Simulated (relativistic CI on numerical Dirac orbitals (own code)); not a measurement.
## Line list: Electric-dipole lines, Ba⁴⁺

Calculated at this level of theory: Dirac-Coulomb-Breit CI, separate exchange-only KLI orbitals for each configuration, model QED, valence Slater integrals scaled by 0.85, P86 correlation energy added to each configuration (own radial code, finite nucleus).

Configuration list (outside the closed core [Kr] 4d10): 5s2 5p4, 5s 5p5, 5s2 5p3 5d, 5p6, 5s2 5p3 4f, 5s 5p4 5d, 5s2 5p3 5f, 5s2 5p3 6s, 5s2 5p3 5g, 5s2 5p3 6p, 5s2 5p2 4f 5d, 5s 5p4 5f, 5s2 5p2 5d2, 5s2 5p 5d3, 5s2 5p 4f 5d2, 5s 5p2 5d3, 5s2 5p 5d2 5f, 5s2 5p 5d2 6s. Double excitations out of closed p, d and f shells are left out; levels of such configurations are missing from the list, as are those of other unlisted configurations, and high levels can miss mixing partners. These lack a partner that the ground configuration has and come out too high: 5s2 5p3 5g, 5s2 5p3 6p, 5s 5p4 5f.

| λ vac (Å) | Lower | Upper | A (s⁻¹) | gf | Branching (%) |
| --- | --- | --- | --- | --- | --- |
| 403.70 | 5s2 5p4 1D_2 [4] | 5s2 5p3 6s 3P°_2 [101] | 3.49e+09 | 4.26e-01 | 61.4 |
| 404.00 | 5s2 5p4 3P_2 [1] | 5s2 5p3 6s 3D°_3 [90] | 4.43e+09 | 7.59e-01 | 93.6 |
| 415.01 | 5s2 5p4 3P_2 [1] | 5s2 5p3 6s 3D°_2 [85] | 4.46e+09 | 5.76e-01 | 30.3 |
| 426.85 | 5s2 5p4 1D_2 [4] | 5s2 5p3 6s 3P°_1 [94] | 4.96e+09 | 4.06e-01 | 50.9 |
| 430.32 | 5s2 5p4 3P_2 [1] | 5s2 5p3 5d 3P°_1 [83] | 1.03e+10 | 8.61e-01 | 20.6 |
| 438.64 | 5s2 5p4 3P_1 [3] | 5s2 5p3 5d 1P°_1 [89] | 2.12e+10 | 1.84e+00 | 33.9 |
| 440.43 | 5s2 5p4 3P_2 [1] | 5s2 5p3 6s 3S°_1 [79] | 3.78e+10 | 3.29e+00 | 96.6 |
| 441.87 | 5s2 5p4 3P_1 [3] | 5s2 5p3 5d 1D°_2 [88] | 1.25e+10 | 1.83e+00 | 34.0 |
| 442.04 | 5s2 5p4 3P_1 [3] | 5s2 5p3 6s 3D°_1 [87] | 1.24e+10 | 1.09e+00 | 77.1 |
| 442.58 | 5s2 5p4 1D_2 [4] | 5s2 5p3 6s 1D°_2 [92] | 1.84e+10 | 2.70e+00 | 87.2 |
| 444.82 | 5s2 5p4 3P_1 [3] | 5s2 5p3 6s 3D°_2 [85] | 9.86e+09 | 1.46e+00 | 67.0 |
| 444.83 | 5s2 5p4 1S_0 [5] | 5s2 5p3 6s 1P°_1 [103] | 1.74e+10 | 1.55e+00 | 84.4 |
| 445.36 | 5s2 5p4 3P_2 [1] | 5s2 5p3 5d 3P°_2 [78] | 4.99e+10 | 7.42e+00 | 99.1 |
| 446.62 | 5s2 5p4 3P_2 [1] | 5s2 5p3 5d 3D°_3 [77] | 5.71e+10 | 1.20e+01 | 99.8 |
| 448.49 | 5s2 5p4 3P_0 [2] | 5s2 5p3 5d 3D°_1 [84] | 5.44e+10 | 4.92e+00 | 91.6 |
| 451.59 | 5s2 5p4 3P_0 [2] | 5s2 5p3 5d 3P°_1 [83] | 4.18e+09 | 3.83e-01 | 8.3 |
| 452.26 | 5s2 5p4 3P_2 [1] | 5s2 5p3 5d 3P°_2 [74] | 1.24e+10 | 1.91e+00 | 88.8 |
| 455.17 | 5s2 5p4 1D_2 [4] | 5s2 5p3 5d 1P°_1 [89] | 3.92e+10 | 3.65e+00 | 62.5 |
| 458.06 | 5s2 5p4 3P_2 [1] | 5s2 5p3 5d 3S°_1 [71] | 1.41e+10 | 1.33e+00 | 76.4 |
| 458.65 | 5s2 5p4 1D_2 [4] | 5s2 5p3 5d 1D°_2 [88] | 2.43e+10 | 3.83e+00 | 66.0 |
| 462.46 | 5s2 5p4 3P_1 [3] | 5s2 5p3 5d 3P°_1 [83] | 2.65e+10 | 2.55e+00 | 52.8 |
| 462.46 | 5s2 5p4 3P_1 [3] | 5s2 5p3 5d 3D°_2 [82] | 3.56e+10 | 5.71e+00 | 72.2 |
| 469.60 | 5s2 5p4 3P_2 [1] | 5s2 5p3 5d 3D°_3 [67] | 5.92e+09 | 1.37e+00 | 81.2 |
| 480.87 | 5s2 5p4 1D_2 [4] | 5s2 5p3 5d 3P°_1 [83] | 9.16e+09 | 9.53e-01 | 18.2 |
| 480.87 | 5s2 5p4 1D_2 [4] | 5s2 5p3 5d 3D°_2 [82] | 1.33e+10 | 2.31e+00 | 26.9 |
| 487.02 | 5s2 5p4 3P_2 [1] | 5s2 5p3 5d 3P°_1 [58] | 4.09e+09 | 4.37e-01 | 57.2 |
| 492.63 | 5s 5p5 3P°_2 [6] | 5s2 5p3 5f 3P_2 [197] | 4.32e+09 | 7.87e-01 | 57.0 |
| 502.55 | 5s 5p5 3P°_2 [6] | 5s 5p4 5d 1F_3 [178] | 2.35e+09 | 6.23e-01 | n/a |
| 512.22 | 5s2 5p4 3P_1 [3] | 5s2 5p3 5d 3F°_2 [65] | 2.00e+09 | 3.93e-01 | 51.7 |
| 530.44 | 5s2 5p4 1D_2 [4] | 5s2 5p3 5d 3D°_3 [67] | 1.36e+09 | 4.03e-01 | 18.7 |
| 551.56 | 5s 5p5 3P°_2 [6] | 5s2 5p3 5f 3F_3 [145] | 1.51e+09 | 4.81e-01 | 42.7 |
| 571.13 | 5s2 5p3 5d 5D°_2 [15] | 5s2 5p2 5d2 5G_3 [195] | 2.25e+09 | 7.69e-01 | 39.4 |
| 633.38 | 5s2 5p3 5d 5D°_0 [16] | 5s2 5p3 5f 5F_1 [155] | 4.22e+09 | 7.61e-01 | 42.6 |
| 634.98 | 5s2 5p3 5d 5D°_3 [14] | 5s2 5p3 5f 5F_4 [151] | 4.32e+09 | 2.35e+00 | 61.2 |
| 636.15 | 5s2 5p3 5d 5D°_2 [15] | 5s2 5p3 5f 5F_3 [150] | 2.81e+09 | 1.19e+00 | 46.6 |
| 636.78 | 5s2 5p3 5d 5D°_1 [18] | 5s2 5p3 5f 5F_2 [154] | 3.73e+09 | 1.13e+00 | 44.4 |
| 638.39 | 5s2 5p3 5d 5D°_4 [19] | 5s2 5p3 5f 5F_5 [153] | 1.03e+10 | 6.96e+00 | 99.6 |
| 640.50 | 5s2 5p3 5d 5D°_3 [14] | 5s2 5p3 5f 3F_4 [148] | 1.79e+09 | 9.92e-01 | 52.8 |
| 653.68 | 5s2 5p3 5d 3G°_4 [37] | 5s2 5p3 5f 3H_5 [194] | 4.62e+09 | 3.25e+00 | 73.0 |
| 665.17 | 5s2 5p3 5d 3D°_2 [21] | 5s2 5p3 5f 5F_3 [152] | 2.52e+09 | 1.17e+00 | 42.9 |
| 1018.3 | 5s2 5p3 5d 5D°_4 [19] | 5s2 5p3 6p 5P_3 [98] | 2.19e+09 | 2.38e+00 | 61.6 |
| 1035.7 | 5s2 5p3 5d 3G°_5 [48] | 5s2 5p3 6p 3F_4 [119] | 1.86e+09 | 2.70e+00 | 55.7 |
| 1036.1 | 5s2 5p3 5d 3G°_4 [37] | 5s2 5p3 6p 3F_3 [110] | 1.66e+09 | 1.87e+00 | 50.3 |
| 1050.2 | 5s2 5p3 5d 5D°_3 [14] | 5s2 5p3 6p 5P_2 [96] | 1.47e+09 | 1.22e+00 | 48.2 |
| 2259.7 | 5s2 5p3 6s 3D°_3 [90] | 5s2 5p3 6p 3F_4 [119] | 6.04e+08 | 4.16e+00 | 18.0 |

Terms are leading LS components. Brackets give the number of a level in order of energy, since labels repeat. The list gives strong lines, with weight on those to low levels, without lines whose two gauges differ by over a factor of 2.5, among the lowest 200 of 2377 levels, so that lines to higher ones, which can be the strongest, are missing, and without 10 lines that miss the measured interval by over 7 %, start from a term whose rates miss tabulated ones by over 60 %, have gauges far apart or, lacking measured levels, span too small a gap for the errors found; lines with a level outside our table were not tested and can miss by more. Levels whose partners in the same complex of configurations lie outside the list can be far off, and so can their lines. Rates are taken at the computed energies, electric ones in the length gauge.

At this charge configurations can still be misplaced by up to about 7 % of their energy. Levels and lines within the n = 5 or 6 shells can be off by up to 10 % or somewhat more, and those that change n by about 2 %, since core polarisation is missing. 32 of the 50 excited levels that our extract of the measured tables holds in this range could be paired (the sources list more); they are missed by 8456 cm⁻¹ on average and 16382 at most, and levels without a partner can miss by more. Levels that differ in their count of f electrons can be misplaced by several ten thousand cm⁻¹, since the correlation energy of f electrons is missing or only estimated; rates across such gaps can be off by orders of magnitude.

LS names give the leading component of a level, which can be under half, so a name can repeat, a term be missing and a line seem to break the LS rules.
